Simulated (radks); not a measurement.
Values are calculated unless marked as measured or tabulated.
Valence configurations of Zr (all share [Kr]). Level of theory: Dirac Kohn-Sham, PBE, spin-unpolarised, spherical densities, finite nucleus; open shells are shared between the two j in proportion to 2j + 1; Fermi nuclear charge, rms radius 4.2694 fm (a radial shooting solver on a logarithmic mesh with Libxc functionals). Energies are relative to 4d2 5s2; eigenvalues in eV.

valence	E (eV)	e(4d3/2)	e(4d5/2)	e(5p1/2)	e(5p3/2)	e(5s1/2)
4d2 5s2	0.000	-3.677	-3.548	-	-	-4.439
4d2.5 5s1.5	0.514	-2.983	-2.863	-	-	-4.118
4d3 5s1	1.195	-2.402	-2.291	-	-	-3.842
4d1.5 5s2 5p0.5	1.274	-5.022	-4.880	-2.027	-1.912	-5.164
4d3 5s0.5 5p0.5	2.544	-2.912	-2.798	-1.537	-1.455	-4.214
4d4	2.930	-1.595	-1.498	-	-	-
4d1 5s2 5p1	2.999	-6.424	-6.270	-2.495	-2.360	-5.870
4d2 5s1 5p1	3.039	-4.733	-4.598	-2.118	-2.010	-5.156
4d3 5p1	3.926	-3.394	-3.277	-1.817	-1.730	-
4d1.5 5p2.5	7.961	-6.963	-6.811	-3.011	-2.876	-

NIST lists [Kr] 4d2 5s2 as the ground configuration; this level of theory agrees among the configurations tried. The energies are those of spherical spin-averaged densities, not of single terms.
